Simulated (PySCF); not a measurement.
# Two-component Hartree-Fock for I (iodine, neutral)

Start: [Kr] 4d10 5s2 5p5; 5p1/2 filled at m_j = -1/2, +1/2; 5p3/2 filled at m_j = -1/2, +1/2, +3/2. Calculated with PySCF 2.14 in x2c-SVPall-2c with one added diffuse shell each of s, p type (7s9p4d, 54 functions): generalised Hartree-Fock with the X2C-1e Hamiltonian and a Gaussian nucleus; one run each with spin-orbit coupling (SO) switched off, then screened by Boettger's factors.

```csv
spinor shell,electrons,"ε, spin-free (eV)","ε, screened SO (eV)",weight of nominal j (screened SO),"rms radius, screened SO (bohr)"
1s1/2,2,-33329.8,-33326.1,1.000,0.0312
2s1/2,2,-5249.1,-5248.0,1.000,0.127
2p1/2,2,-4705.8,-4913.7,1.000,0.109
2p3/2,4,-4705.8,-4611.7,1.000,0.115
3s1/2,2,-1102.8,-1102.4,1.000,0.334
3p1/2,2,-922.30,-962.44,1.000,0.327
3p3/2,4,-922.30,-903.86,1.000,0.338
3d3/2,4,-652.07,-658.97,1.000,0.311
3d5/2,6,-652.07,-647.01,1.000,0.314
4s1/2,2,-211.59,-211.42,1.000,0.788
4p1/2,2,-152.40,-160.16,1.000,0.828
4p3/2,4,-152.40,-148.69,1.000,0.853
4d3/2,4,-63.077,-64.008,0.997,0.995
4d5/2,6,-63.077,-62.233,0.998,1.000
5s1/2,2,-23.947,-23.890,1.000,2.14
5p1/2,2,-10.994,-11.790,0.910,2.59
5p3/2,3,-10.994,-10.546,0.940,2.70
```

```csv
quantity,spin-free,screened SO
E (hartree),-7110.92093,-7113.02370
M_J,3/2,3/2
⟨J²⟩,3.758,3.758
⟨L²⟩,2.005,2.031
⟨S²⟩,0.753,0.778
```

Each row is a mean over spinors that exchange with the open shell spreads, by up to 2.391 eV (5s1/2).

Breit and QED terms are absent; they matter most for the inner s and p1/2 levels.

Densities and radii are taken from the X2C orbitals without a picture-change correction, which distorts them close to the nucleus.

Without spin-orbit coupling the j labels of p, d and f shells carry no meaning; the spin-free column gives the mean over the occupied spinors of each nl shell.
